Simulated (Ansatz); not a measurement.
Worked example: the barrier

An elementary step of BH2Cl3, singlet (BCl₃ ([Cl][B]([Cl])[Cl]) + H₂ → BHCl₂ ([Cl][BH][Cl]) + HCl; bonds formed: B1–H6, Cl2–H5; bonds broken: B1–Cl2, H5–H6). “Start” is the structure reached by relaxing down from the saddle towards the reactants; PBE0-D4/def2-TZVP structures. The saddle:

```tsv
atom	x (Å)	y (Å)	z (Å)
B1	-0.2627	0.2361	-0.0952
Cl2	1.7467	-0.3705	-0.1976
Cl3	-1.0199	0.0348	-1.6699
Cl4	-0.3776	1.7452	0.8010
H5	0.4804	-0.8890	0.4905
H6	-0.5669	-0.7567	0.6712
```

Ansatz 0.2.0; basis: def2-TZVPP and def2-QZVPP; cores frozen in the correlated methods.

Energies in eV:

| quantity | saddle | start |
| --- | --- | --- |
| Hartree–Fock, triple zeta (X = 3) | -38215.69653 | -38217.98310 |
| Hartree–Fock, quadruple zeta (X = 4) | -38216.76192 | -38219.05110 |
| MP2 correlation, X = 3 | -19.48162 | -18.89028 |
| MP2 correlation, X = 4 | -21.30440 | -20.69250 |
| CCSD(T) correlation, X = 3 | -21.75502 | -21.19671 |

Task: Work out the barrier at the basis limit: extrapolate Hartree–Fock as E(X) = E∞ + A exp(−7.88 √X) and the MP2 correlation as E(X) = E∞ + B X^−2.97 (the exponents that Neese and Valeev fitted for def2-TZVPP and QZVPP), then add CCSD(T) − MP2 in triple zeta.

Result: Each step is linear, so take the differences first (saddle − start): Hartree–Fock 2.28657 (X = 3) and 2.28918 (X = 4); MP2 correlation -0.59134 and -0.61190; CCSD(T) correlation -0.55831.
Two points give E∞ = E(4) + w [E(4) − E(3)], with w = 1/(exp(7.88 (2 − √3)) − 1) = 0.1377 for Hartree–Fock and w = 1/((4/3)^2.97 − 1) = 0.7407 for the correlation.
Hartree–Fock: 2.28918 + 0.1377 × 0.00261 = 2.2895 eV.
MP2 correlation: -0.61190 + 0.7407 × (-0.02056) = -0.6271 eV.
CCSD(T) − MP2: -0.55831 − (-0.59134) = 0.0330 eV.
Sum: 2.2895 + (-0.6271) + 0.0330 = 1.6954 eV, or 39.10 kcal/mol. Plain CCSD(T) in triple zeta gives 1.7283 eV, so the larger basis shifts the result by -0.0329 eV.

The T1 diagnostic stays at or below 0.012.

Labels in which every atom is bracketed show which atoms are joined, not bond orders.

For scale, one of the runs: CCSD(T)/def2-TZVPP, 185 basis functions, launched by `ansatz run in.yaml --threads 2 --pin off --events-out ev --progress --plain --max-ram 4352MiB`. Hardware: 2 CPU threads of an Arm Neoverse N1, shared host. Wall time 84 s; peak host memory 1.7 GiB.
